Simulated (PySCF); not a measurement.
## Ionising KPb

UHF-CCSD(T); PySCF, scalar-relativistic core potentials, basis sets K def2-SVPD, Pb def2-SVPD with ECP60. Neutral (UHF): quartet (σ ↑, π ↑↑), Re = 3.392 Å, ωe = 121 cm⁻¹, De = 1.18 eV.

KPb⁺ (UHF): triplet (σ ↑, π ↑), Re = 4.032 Å, ωe = 62.3 cm⁻¹. The energies at the minima are -791.07711 hartree for KPb and -790.89518 for KPb⁺.

Problem. Work out the adiabatic ionisation energy, without and with harmonic zero-point energies (1 hartree = 27.2114 eV, 1 eV = 8065.5 cm⁻¹), and the change of the bond length.

Solution. At UHF-CCSD(T): 0.18193 hartree = 4.951 eV between the minima; the zero-point term (62.3 − 121.0)/2 cm⁻¹ = -0.004 eV makes it 4.947 eV. Re changes by +64.0 pm against the neutral. The electron leaves a π orbital, and the ion is left as a loose complex of an ion and an atom.

Correlated steps freeze 9 core orbitals. Correlated levels converge slowly with the basis: in double zeta they bind strong bonds too weakly, by up to about 1 eV, and carry superposition errors of some tenths. Spin–orbit coupling is left out, which matters for elements this heavy, above all for dissociation energies. States were picked by a PBE0 search and need not be the measured ground states.
